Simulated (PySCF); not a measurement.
SMILES C=C/C=C\C(=C)Br, C₆H₇Br

Geometry:
```json
{"atom": "C1", "x (Å)": "-2.849", "y (Å)": "0.650", "z (Å)": "0.253"}
{"atom": "C2", "x (Å)": "-1.556", "y (Å)": "0.628", "z (Å)": "-0.068"}
{"atom": "C3", "x (Å)": "-0.713", "y (Å)": "-0.485", "z (Å)": "0.286"}
{"atom": "C4", "x (Å)": "0.595", "y (Å)": "-0.716", "z (Å)": "0.069"}
{"atom": "C5", "x (Å)": "1.647", "y (Å)": "0.026", "z (Å)": "-0.581"}
{"atom": "C6", "x (Å)": "2.897", "y (Å)": "-0.433", "z (Å)": "-0.664"}
{"atom": "Br7", "x (Å)": "1.323", "y (Å)": "1.741", "z (Å)": "-1.379"}
{"atom": "H8", "x (Å)": "-3.483", "y (Å)": "1.479", "z (Å)": "-0.009"}
{"atom": "H9", "x (Å)": "-3.315", "y (Å)": "-0.161", "z (Å)": "0.790"}
{"atom": "H10", "x (Å)": "-1.134", "y (Å)": "1.461", "z (Å)": "-0.605"}
{"atom": "H11", "x (Å)": "-1.240", "y (Å)": "-1.268", "z (Å)": "0.822"}
{"atom": "H12", "x (Å)": "0.980", "y (Å)": "-1.656", "z (Å)": "0.452"}
{"atom": "H13", "x (Å)": "3.681", "y (Å)": "0.121", "z (Å)": "-1.149"}
{"atom": "H14", "x (Å)": "3.166", "y (Å)": "-1.387", "z (Å)": "-0.243"}
```

Computed, not measured: PySCF, GIAO wB97X-D/pcSseg-0 magnetisability, rotational g tensor and spin-rotation constants, non-relativistic, gas phase. Geometry: GFN2-xTB.

The calculation is non-relativistic, which matters for the atoms heavier than Zn.

**Question.** How diamagnetic is it, and how anisotropic?

**Answer.** Isotropic -1292 × 10⁻³⁰ J/T², or -77.8 × 10⁻⁶ cm³/mol; principal values -1509, -1216, -1149 × 10⁻³⁰ J/T², anisotropy 332 × 10⁻³⁰ J/T² (root of half the summed squared differences of the principal values). The susceptibility is in cgs units.

**Question.** Split it along the inertial axes a, b, c into diamagnetic and paramagnetic parts about the centre of mass, with the quadrupole moment.

**Answer.** 
| axis | χ (10⁻⁶ cm³/mol) | diamagnetic (10⁻⁶ cm³/mol) | paramagnetic (10⁻⁶ cm³/mol) | summed x² of all electrons (Å²) | quadrupole Θ (D Å) |
| --- | --- | --- | --- | --- | --- |
| a | -70.9 | -528.1 | 457.2 | 255.5 | +4.82 |
| b | -71.6 | -1136.7 | 1065.1 | 112.0 | +6.10 |
| c | -90.9 | -1559.2 | 1468.3 | 12.4 | -10.92 |

Anisotropies 2χaa − χbb − χcc = +20.6 and 2χbb − χaa − χcc = +18.7 × 10⁻⁶ cm³/mol. Θ is traceless in Buckingham's convention.

**Question.** And the rotational g tensor?

**Answer.** 
```csv
axis,rotational constant (GHz),g,nuclear part,electronic part
a,2.7515,-0.0318,0.5591,-0.5910
b,1.1333,-0.0132,0.5539,-0.5671
c,0.8027,+0.0017,0.5554,-0.5537
```
Asymmetric top; isotopes 79Br, 12C, 1H; no vibrational averaging.
